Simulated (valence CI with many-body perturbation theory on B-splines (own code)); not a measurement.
## E1 transitions of Dy17+

Computed by relativistic CI+MBPT: three valence electrons over a frozen Dirac-Fock core [Kr] 4d10, radial functions for each j: 8 s, 8 p, 9 d, 9 f, 6 g, 3 h, 2 i, with the one-electron correlation potential Σ1 (screened to all orders), the two-electron term Σ2, the three-electron term Σ3, Breit, model QED; selected single and double excitations, second order for the rest (own B-spline code, finite nucleus).

No measured spectrum was set against this ion. As an estimate, terms of the open shell hold to a few per cent of their energy, and close levels can change places. Core correlation moves these levels by up to 39000 cm⁻¹, and in measured spectra 5 to 20 % of such shifts remained as error; rates that hang on mixing are uncertain with them.

Lines 101 to 150 of 202 in falling wavelength, among levels below 258660 cm⁻¹, chosen from the strongest by gf and those to the six lowest levels. Wavelengths and rates use the calculated energies, so an error of 2000 cm⁻¹ moves a line at 56.32 nm by 1.1 % and its rate by three times that or more. Electric multipoles are in the length gauge, E1 and E2 with the static RPA response of the core. Weak lines are less certain than strong ones. Lines between different terms over intervals too small for the method are left out, as are lines whose strength nearly cancels. Where a level lies close to another of its J and parity, the split of strength between their lines is uncertain. The highest levels of a list are the least certain.

Names give the largest LS component (configuration and term), which can be under half, so a name can repeat, a term be missing and a line seem to break the LS rules; names also repeat where a configuration has a term twice. Letters in brackets count levels of one name in rising energy.

| λ vac (nm) | Upper | Lower | A (s⁻¹) | log gf | Branch % |
| --- | --- | --- | --- | --- | --- |
| 56.32 | 4f2 5s 4H_11/2 | 4f3 2H°_9/2 [a] | 2.37e+03 | -5.87 | 8.3 |
| 56.27 | 4f2 5s 2F_7/2 | 4f3 2D°_5/2 | 3.18e+03 | -5.92 | 2.0 |
| 56.14 | 4f2 5s 4F_9/2 | 4f3 4F°_9/2 | 9.73e+03 | -5.34 | 11.3 |
| 56.12 | 4f2 5s 4P_1/2 | 4f3 4D°_1/2 | 3.90e+04 | -5.43 | 18.3 |
| 56.11 | 4f2 5s 2D_3/2 | 4f3 4D°_5/2 | 2.49e+04 | -5.33 | 10.7 |
| 55.85 | 4f2 5s 4F_5/2 | 4f3 4F°_5/2 | 3.25e+04 | -5.04 | 34.1 |
| 55.63 | 4f2 5s 2F_7/2 | 4f3 2G°_9/2 [a] | 5.12e+04 | -4.72 | 32.6 |
| 55.59 | 4f2 5s 2P_1/2 | 4f3 2D°_3/2 [c] | 1.04e+05 | -5.02 | 11.3 |
| 55.56 | 4f2 5s 2G_9/2 | 4f3 4G°_9/2 | 1.44e+03 | -6.18 | 1.9 |
| 55.34 | 4f2 5s 4F_7/2 | 4f3 4F°_7/2 | 3.76e+04 | -4.86 | 40.8 |
| 55.32 | 4f2 5s 4F_3/2 | 4f3 4F°_3/2 | 4.42e+04 | -5.09 | 51.1 |
| 55.20 | 4f2 5s 2I_13/2 | 4f3 2I°_13/2 | 1.23e+05 | -4.10 | 47.1 |
| 55.15 | 4f2 5s 2I_11/2 | 4f3 2I°_13/2 | 1.94e+03 | -5.98 | 0.7 |
| 55.08 | 4f2 5s 2F_5/2 | 4f3 4G°_7/2 [a] | 5.17e+04 | -4.85 | 34.7 |
| 55.04 | 4f2 5s 4P_3/2 | 4f3 4D°_1/2 | 1.00e+04 | -5.74 | 3.2 |
| 55.02 | 4f2 5s 4P_1/2 | 4f3 4D°_3/2 | 1.68e+04 | -5.82 | 7.9 |
| 54.72 | 4f2 5s 4F_9/2 | 4f3 4F°_7/2 | 2.20e+03 | -6.01 | 2.6 |
| 54.66 | 4f2 5s 2I_13/2 | 4f3 2L°_15/2 | 3.33e+03 | -5.68 | 1.3 |
| 54.65 | 4f2 5s 4P_5/2 | 4f3 4D°_7/2 | 1.37e+04 | -5.43 | 3.8 |
| 54.58 | 4f2 5s 2H_9/2 | 4f3 2H°_9/2 [a] | 7.33e+03 | -5.48 | 8.9 |
| 54.54 | 4f2 5s 4F_5/2 | 4f3 4F°_3/2 | 2.21e+04 | -5.23 | 23.2 |
| 54.52 | 4f2 5s 4F_7/2 | 4f3 4F°_5/2 | 1.25e+04 | -5.35 | 13.6 |
| 54.41 | 4f2 5s 2H_11/2 | 4f3 2H°_11/2 [a] | 3.54e+04 | -4.72 | 27.8 |
| 54.31 | 4f2 5s 2D_5/2 | 4f3 2D°_5/2 | 5.17e+04 | -4.86 | 19.8 |
| 54.02 | 4f2 5s 2D_3/2 | 4f3 2D°_5/2 | 3.63e+04 | -5.20 | 15.6 |
| 53.98 | 4f2 5s 4P_3/2 | 4f3 4D°_3/2 | 2.47e+04 | -5.37 | 7.9 |
| 53.93 | 4f2 5s 2F_7/2 | 4f3 4G°_9/2 | 2.03e+04 | -5.15 | 13.0 |
| 53.92 | 4f2 5s 4P_3/2 | 4f3 4D°_5/2 | 8.16e+03 | -5.85 | 2.6 |
| 53.85 | 4f2 5s 4F_7/2 | 4f3 2H°_9/2 [a] | 3.03e+03 | -5.98 | 3.3 |
| 53.66 | 4f2 5s 2I_13/2 | 4f3 2I°_11/2 | 3.92e+04 | -4.63 | 15.0 |
| 53.62 | 4f2 5s 2I_11/2 | 4f3 2I°_11/2 | 1.21e+05 | -4.20 | 42.3 |
| 53.35 | 4f2 5s 2G_7/2 | 4f3 4F°_7/2 | 2.20e+03 | -6.12 | 2.3 |
| 53.26 | 4f2 5s 4F_9/2 | 4f3 2H°_9/2 [a] | 3.08e+04 | -4.88 | 35.9 |
| 53.22 | 4f2 5s 2D_3/2 | 4f3 2P°_1/2 | 3.88e+04 | -5.18 | 16.6 |
| 53.09 | 4f2 5s 2G_9/2 | 4f3 2H°_11/2 [a] | 3.86e+03 | -5.79 | 5.2 |
| 52.99 | 4f2 5s 2F_5/2 | 4f3 4F°_7/2 | 2.37e+04 | -5.22 | 15.9 |
| 52.64 | 4f2 5s 4H_9/2 | 4f3 4I°_11/2 | 8.61e+03 | -5.45 | 34.1 |
| 52.62 | 4f2 5s 4P_5/2 | 4f3 2D°_3/2 [b] | 2.54e+03 | -6.20 | 0.7 |
| 52.60 | 4f2 5s 2G_9/2 | 4f3 4F°_9/2 | 2.99e+04 | -4.91 | 40.2 |
| 52.59 | 4f2 5s 2G_7/2 | 4f3 4F°_5/2 | 2.55e+03 | -6.07 | 2.7 |
| 52.55 | 4f2 5s 4H_11/2 | 4f3 4I°_13/2 | 9.95e+03 | -5.31 | 34.9 |
| 52.38 | 4f2 5s 2P_1/2 | 4f3 4D°_1/2 | 1.70e+04 | -5.85 | 1.9 |
| 52.31 | 4f2 5s 4H_13/2 | 4f3 4I°_15/2 | 9.84e+03 | -5.25 | 32.2 |
| 52.28 | 4f2 5s 4P_5/2 | 4f3 4D°_3/2 | 1.79e+04 | -5.36 | 4.9 |
| 52.23 | 4f2 5s 2F_5/2 | 4f3 4F°_5/2 | 3.92e+03 | -6.02 | 2.6 |
| 52.22 | 4f2 5s 4P_5/2 | 4f3 4D°_5/2 | 4.42e+03 | -5.97 | 1.2 |
| 52.21 | 4f2 5s 2D_5/2 | 4f3 2D°_3/2 [a] | 1.74e+04 | -5.37 | 6.7 |
| 51.98 | 4f2 5s 4P_3/2 | 4f3 2D°_5/2 | 6.76e+03 | -5.96 | 2.2 |
| 51.96 | 4f2 5s 2G_7/2 | 4f3 2H°_9/2 [a] | 5.23e+04 | -4.77 | 55.0 |
| 51.94 | 4f2 5s 2D_3/2 | 4f3 2D°_3/2 [a] | 6.98e+04 | -4.95 | 29.9 |

Q: How does gf follow from A for the line at 53.98 nm?

A: gf = 1.4992 × (2J+1)_upper × A / σ², with σ = 185257 cm⁻¹ and 2J+1 = 4: gf = 4.31e-06.
